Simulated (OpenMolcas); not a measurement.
SnO at 1.845 Å: OpenMolcas input and output

Input (each module block was a call of its own in one work directory; start orbitals came from a preliminary run):

```
&GATEWAY
Coord
2
angstrom
Sn 0.0 0.0 0.0
O 0.0 0.0 1.8450
Basis=ANO-RCC-VTZP
Group=XY
RX2C
AMFI
ANGMom
0.0 0.0 0.0
RICD
&SEWARD
&GUESSORB
* RASSCF and CASPT2 blocks for each multiplicity and irrep, as for the first:
&RASSCF
FileOrb=$CurrDir/o11.orb
Symmetry=1
Spin=1
nActEl=8 0 0
Inactive=15 10
RAS2=3 4
CIRoot=5 5 1
Linear
Iterations=120 100
OrbListing=Nothing
PRWF=0.15
>>COPY $Project.RasOrb $CurrDir/o11.orb
>>COPY $Project.rasscf.h5 $CurrDir/r11.h5
&CASPT2
XMultistate=all
Imaginary=0.2
IPEA=0.25
MaxIter=40
>>COPY $Project.JobMix JOB001
&RASSI
Nr of JobIphs=4 5 4 6 2
1 2 3 4 5
1 2 3 4
1 2 3 4 5 6
1 2
SpinOrbit
EJob
Omega
MEES
MESO
Properties=4
'AngMom' 3 'Mltpl  1' 1 'Mltpl  1' 2 'Mltpl  1' 3
Thrs=1.0d-4
>>COPY $Project.rassi.h5 $CurrDir/so.h5
```

```bash
pymolcas m.inp
```

C2 symmetry about the axis (a holds Σ, Δ, Γ; b holds Π, Φ, H; Σ⁺ and Σ⁻ are not told apart); roots by multiplicity and irrep: 1a 5, 3a 4, 3b 6, 5b 2.

RASSI part of the output, in excerpt:

```
SPIN-FREE ENERGIES:
  (Shifted by EMIN (a.u.) =      -6249.4196518971)
 SF State       Relative EMIN(au)   Rel lowest level(eV)    D:o, cm**(-1)      Abs_M
     1             0.0000000000        0.0000000000              0.0000         0.0
    10             0.1120706730        3.0495983695          24596.6696         1.0
    11             0.1120707539        3.0496005711          24596.6874         1.0
     6             0.1159684174        3.1556613974          25452.1257         0.0
     7             0.1281836506        3.4880548260          28133.0595         2.0
     8             0.1282274868        3.4892476703          28142.6804         2.0
     2             0.1320196846        3.5924386286          28974.9716         0.0
     3             0.1325665190        3.6073187520          29094.9879         2.0
     4             0.1327250827        3.6116334909          29129.7886         2.0
     9             0.1363216050        3.7094998485          29919.1340         0.0
     5             0.1823065390        4.9608136467          40011.6604         0.0
    12             0.2196751871        5.9776663649          48213.1307         1.0
    13             0.2196752390        5.9776677783          48213.1421         1.0
    16             0.2426116007        6.6017979756          53247.0916         1.0
    17             0.2426116007        6.6017979756          53247.0916         1.0
    14             0.2439586601        6.6384533271          53542.7370         1.0
    15             0.2439586808        6.6384538915          53542.7415         1.0
++ Dipole transition strengths (spin-free states):
     for osc. strength at least  1.00000000E-05
      From   To        Osc. strength     Einstein coefficients Ax, Ay, Az (sec-1)    Total A (sec-1)
         1    5       1.26840877E-01  0.00000000E+00  0.00000000E+00  1.35448628E+08  1.35448628E+08
        10    6       1.38352586E-04  6.73733178E+01  1.61055283E-01  0.00000000E+00  6.75343731E+01
        10    7       4.44303848E-04  6.40300937E+02  3.06601607E+03  0.00000000E+00  3.70631701E+03
        10    8       4.45511216E-04  3.09109459E+03  6.45542890E+02  0.00000000E+00  3.73663748E+03
        10    9       4.84548663E-04  2.10555652E+01  9.13493111E+03  0.00000000E+00  9.15598667E+03
        10   13       5.70398838E-04  0.00000000E+00  0.00000000E+00  2.12202705E+05  2.12202705E+05
        10   14       3.68877478E-03  0.00000000E+00  0.00000000E+00  2.06159572E+06  2.06159572E+06
        10   15       1.50262422E-04  0.00000000E+00  0.00000000E+00  8.39792290E+04  8.39792290E+04
        11    6       1.38350510E-04  1.61042573E-01  6.73695137E+01  0.00000000E+00  6.75305563E+01
        11    7       4.44297892E-04  3.06593815E+03  6.40291956E+02  0.00000000E+00  3.70623011E+03
        11    8       4.45509261E-04  6.45527336E+02  3.09105632E+03  0.00000000E+00  3.73658365E+03
        11    9       4.84546425E-04  9.13482775E+03  2.10555519E+01  0.00000000E+00  9.15588330E+03
        11   12       5.70401720E-04  0.00000000E+00  0.00000000E+00  2.12203253E+05  2.12203253E+05
        11   14       1.50257316E-04  0.00000000E+00  0.00000000E+00  8.39762460E+04  8.39762460E+04
        11   15       3.68867970E-03  0.00000000E+00  0.00000000E+00  2.06154069E+06  2.06154069E+06
         6   12       1.68975492E-03  5.02524298E+03  5.78888662E+05  0.00000000E+00  5.83913905E+05
         6   13       1.68973755E-03  5.78883212E+05  5.02527495E+03  0.00000000E+00  5.83908487E+05
         6   14       1.26694694E-03  6.49081636E+05  1.77605007E+04  0.00000000E+00  6.66842137E+05
         6   15       1.26694713E-03  1.77605036E+04  6.49081950E+05  0.00000000E+00  6.66842453E+05
         7   12       1.88442144E-03  4.36391248E+05  7.04252708E+04  0.00000000E+00  5.06816519E+05
         7   13       1.88441136E-03  7.04250025E+04  4.36389381E+05  0.00000000E+00  5.06814383E+05
         7   14       4.51935864E-04  7.11122011E+04  1.23521186E+05  0.00000000E+00  1.94633387E+05
         7   15       4.51931469E-04  1.23518863E+05  7.11127009E+04  0.00000000E+00  1.94631564E+05
         8   12       1.88351389E-03  7.03243598E+04  4.35762764E+05  0.00000000E+00  5.06087124E+05
         8   13       1.88351000E-03  4.35762725E+05  7.03239292E+04  0.00000000E+00  5.06086654E+05
         8   14       4.51769717E-04  1.23382820E+05  7.10317062E+04  0.00000000E+00  1.94414526E+05
         8   15       4.51769862E-04  7.10305441E+04  1.23384114E+05  0.00000000E+00  1.94414658E+05
         9   12       2.65330853E-03  5.86755591E+05  5.55182682E+03  0.00000000E+00  5.92307418E+05
         9   13       2.65332053E-03  5.55184872E+03  5.86758988E+05  0.00000000E+00  5.92310836E+05
         9   14       1.23284532E-04  1.78151662E+03  4.41111284E+04  0.00000000E+00  4.58926450E+04
         9   15       1.23286020E-04  4.41117497E+04  1.78146670E+03  0.00000000E+00  4.58932164E+04
        12   15       1.03101286E-04  0.00000000E+00  0.00000000E+00  1.95342753E+03  1.95342753E+03
        13   14       1.03101552E-04  0.00000000E+00  0.00000000E+00  1.95342088E+03  1.95342088E+03
 Electric-quadrupole - electric-quadrupole not included
 Electric-dipole - electric-octupole not included
 Electric-dipole - magnetic-quadrupole not included
   Eigenvalues of complex Hamiltonian:
  (Shifted by EMIN (a.u.) =      -6249.4196518971)
 SO State       Relative EMIN(au)   Rel lowest level(eV)    D:o, cm**(-1)      Omega
     1            -0.0004961719        0.0000000000              0.0000         0.0
     2             0.1075907656        2.9411954050          23722.3408         0.0
     3             0.1078451608        2.9481178509          23778.1741         0.0
     4             0.1118809993        3.0579386116          24663.9382         1.0
     5             0.1118810773        3.0579407346          24663.9554         1.0
     6             0.1147802342        3.1368308111          25300.2467         1.0
     7             0.1147802366        3.1368308774          25300.2473         1.0
     8             0.1151845267        3.1478321723          25388.9787         0.0
     9             0.1161837207        3.1750216247          25608.2764         2.0
    10             0.1161842856        3.1750369980          25608.4004         2.0
    11             0.1245114675        3.4016311592          27436.0056         1.0
    12             0.1245114679        3.4016311704          27436.0057         1.0
    13             0.1247920979        3.4092675027          27497.5968         2.0
    14             0.1248574504        3.4110458332          27511.9400         2.0
    15             0.1317487090        3.5985665329          29024.3965         3.0
    16             0.1317487090        3.5985665329          29024.3965         3.0
    17             0.1327517710        3.6258612420          29244.5432         0.0
    18             0.1358214378        3.7093911311          29918.2571         2.0
    19             0.1359377678        3.7125566309          29943.7886         2.0
    20             0.1362136498        3.7200637632          30004.3377         0.0
    21             0.1373952513        3.7522167778          30263.6693         1.0
    22             0.1373952513        3.7522167764          30263.6693         1.0
    23             0.1824088410        4.9770989526          40143.0103         0.0
    24             0.2194315693        5.9845387124          48268.5599         2.0
    25             0.2194317182        5.9845427631          48268.5926         2.0
    26             0.2198115105        5.9948774397          48351.9474         1.0
    27             0.2198115620        5.9948788415          48351.9587         1.0
    28             0.2201245861        6.0033966601          48420.6595         0.0
    29             0.2202634487        6.0071753026          48451.1363         0.0
    30             0.2421284709        6.6021528691          53249.9540         3.0
    31             0.2421284709        6.6021528691          53249.9540         3.0
    32             0.2423488527        6.6081497627          53298.3223         2.0
    33             0.2423488700        6.6081502325          53298.3260         2.0
    34             0.2424302642        6.6103650826          53316.1900         0.0
    35             0.2424635175        6.6112699501          53323.4883         0.0
    36             0.2425345006        6.6132015000          53339.0673         1.0
    37             0.2425345023        6.6132015461          53339.0676         1.0
    38             0.2433064434        6.6342071331          53508.4891         0.0
    39             0.2433104636        6.6343165269          53509.3714         1.0
    40             0.2433104636        6.6343165269          53509.3714         1.0
    41             0.2433299382        6.6348464600          53513.6456         0.0
    42             0.2441388757        6.6568587685          53691.1869         1.0
    43             0.2441388944        6.6568592781          53691.1910         1.0
    44             0.2454145988        6.6915729634          53971.1757         2.0
    45             0.2454146654        6.6915747760          53971.1904         2.0
 Weights of the five most important spin-orbit-free states for each spin-orbit state.
 SO State  Total energy (au)           Spin-free states, spin, and weights
    1        -0.000496       1 0.0  0.9958   10 1.0  0.0017   11 1.0  0.0017    9 1.0  0.0007   12 1.0  0.0001
    2         0.107591      10 1.0  0.4877   11 1.0  0.4877    6 1.0  0.0198    2 0.0  0.0045   17 2.0  0.0001
    3         0.107845      10 1.0  0.4954   11 1.0  0.4954    5 0.0  0.0038    1 0.0  0.0033    9 1.0  0.0020
    4         0.111881      10 1.0  0.9656    6 1.0  0.0284    7 1.0  0.0028    8 1.0  0.0028   17 2.0  0.0001
    5         0.111881      11 1.0  0.9656    6 1.0  0.0284    7 1.0  0.0028    8 1.0  0.0028   16 2.0  0.0001
    6         0.114780       6 1.0  0.9190    9 1.0  0.0525   10 1.0  0.0276   13 1.0  0.0005   17 2.0  0.0001
    7         0.114780       6 1.0  0.9190    9 1.0  0.0525   11 1.0  0.0276   12 1.0  0.0005   16 2.0  0.0001
    8         0.115185       6 1.0  0.9338    2 0.0  0.0416   10 1.0  0.0116   11 1.0  0.0116   13 1.0  0.0005
    9         0.116184      11 1.0  0.4967   10 1.0  0.4967    3 0.0  0.0031    7 1.0  0.0026    8 1.0  0.0007
   10         0.116184      11 1.0  0.4967   10 1.0  0.4967    4 0.0  0.0030    8 1.0  0.0026    7 1.0  0.0007
   11         0.124511       7 1.0  0.4995    8 1.0  0.4935   10 1.0  0.0057   13 1.0  0.0010   17 2.0  0.0001
   12         0.124511       7 1.0  0.4995    8 1.0  0.4935   11 1.0  0.0057   12 1.0  0.0010   16 2.0  0.0001
   13         0.124792       7 1.0  0.6103    3 0.0  0.2848    8 1.0  0.0881    4 0.0  0.0144   12 1.0  0.0009
   14         0.124857       8 1.0  0.6127    4 0.0  0.2801    7 1.0  0.0898    3 0.0  0.0150   12 1.0  0.0009
   15         0.131749       8 1.0  0.5025    7 1.0  0.4965   17 2.0  0.0005   16 2.0  0.0005   11 1.0  0.0000
   16         0.131749       8 1.0  0.5025    7 1.0  0.4965   17 2.0  0.0005   16 2.0  0.0005   11 1.0  0.0000
   17         0.132752       2 0.0  0.9526    6 1.0  0.0451   10 1.0  0.0007   11 1.0  0.0007   12 1.0  0.0004
   18         0.135821       3 0.0  0.6941    7 1.0  0.2190    8 1.0  0.0784   11 1.0  0.0031   10 1.0  0.0031
   19         0.135938       4 0.0  0.6993    8 1.0  0.2161    7 1.0  0.0761   11 1.0  0.0030   10 1.0  0.0030
   20         0.136214       9 1.0  0.9934    5 0.0  0.0019   11 1.0  0.0010   10 1.0  0.0010    1 0.0  0.0008
   21         0.137395       9 1.0  0.9462    6 1.0  0.0516   11 1.0  0.0010   16 2.0  0.0004   17 2.0  0.0004
   22         0.137395       9 1.0  0.9462    6 1.0  0.0516   10 1.0  0.0010   17 2.0  0.0004   16 2.0  0.0004
   23         0.182409       5 0.0  0.9877   12 1.0  0.0026   13 1.0  0.0026    9 1.0  0.0023   11 1.0  0.0018
   24         0.219432      12 1.0  0.4978   13 1.0  0.4978    7 1.0  0.0008    3 0.0  0.0008   14 1.0  0.0007
   25         0.219432      12 1.0  0.4978   13 1.0  0.4978    8 1.0  0.0008    4 0.0  0.0008   14 1.0  0.0007
   26         0.219812      12 1.0  0.9966   16 2.0  0.0016    8 1.0  0.0005    7 1.0  0.0005    9 1.0  0.0005
   27         0.219812      13 1.0  0.9966   17 2.0  0.0016    8 1.0  0.0005    7 1.0  0.0005    9 1.0  0.0005
   28         0.220125      13 1.0  0.4976   12 1.0  0.4975    2 0.0  0.0011   15 1.0  0.0009   14 1.0  0.0009
   29         0.220263      13 1.0  0.4955   12 1.0  0.4954    5 0.0  0.0055    9 1.0  0.0009   15 1.0  0.0008
   30         0.242128      16 2.0  0.4995   17 2.0  0.4995    8 1.0  0.0005    7 1.0  0.0005   14 1.0  0.0000
   31         0.242128      16 2.0  0.4995   17 2.0  0.4995    8 1.0  0.0005    7 1.0  0.0005   14 1.0  0.0000
   32         0.242349      17 2.0  0.4898   16 2.0  0.4898   14 1.0  0.0092   15 1.0  0.0092   12 1.0  0.0008
   33         0.242349      17 2.0  0.4898   16 2.0  0.4898   14 1.0  0.0092   15 1.0  0.0092   12 1.0  0.0008
   34         0.242430      14 1.0  0.3191   15 1.0  0.3191   16 2.0  0.1805   17 2.0  0.1805    6 1.0  0.0005
   35         0.242464      14 1.0  0.3099   15 1.0  0.3099   16 2.0  0.1893   17 2.0  0.1893    5 0.0  0.0007
   36         0.242535      17 2.0  0.7870   16 2.0  0.1114   14 1.0  0.0979   15 1.0  0.0019   13 1.0  0.0012
   37         0.242535      16 2.0  0.7870   17 2.0  0.1114   15 1.0  0.0979   14 1.0  0.0019   12 1.0  0.0012
   38         0.243306      17 2.0  0.3187   16 2.0  0.3187   14 1.0  0.1798   15 1.0  0.1798   13 1.0  0.0014
   39         0.243310      16 2.0  0.4995   17 2.0  0.4995    9 1.0  0.0006    6 1.0  0.0004   14 1.0  0.0000
   40         0.243310      16 2.0  0.4995   17 2.0  0.4995    9 1.0  0.0006    6 1.0  0.0004   14 1.0  0.0000
   41         0.243330      17 2.0  0.3098   16 2.0  0.3098   14 1.0  0.1886   15 1.0  0.1886   13 1.0  0.0014
...
```

Only roots inside an energy window near the equilibrium distance were included, so the list of states is not complete; labels number the states computed. Each spin and symmetry block has orbitals of its own, averaged over its own roots, so gaps between blocks are less sure than gaps within one and near the minimum can be off by tenths of an eV, in bad cases by more. No Rydberg orbitals are active, so Rydberg states, and σ→σ* states whose orbital the CASSCF left unused, can be missing between those listed. CASPT2 splits the two components of degenerate states numerically, here by up to 35 cm⁻¹. No roots were computed in blocks 1b, 5a (none fell in the window or the block failed), so states of that kind are missing and can lie low or lowest. The CASPT2 reference weights are uneven, so some states carry less reliable energies.
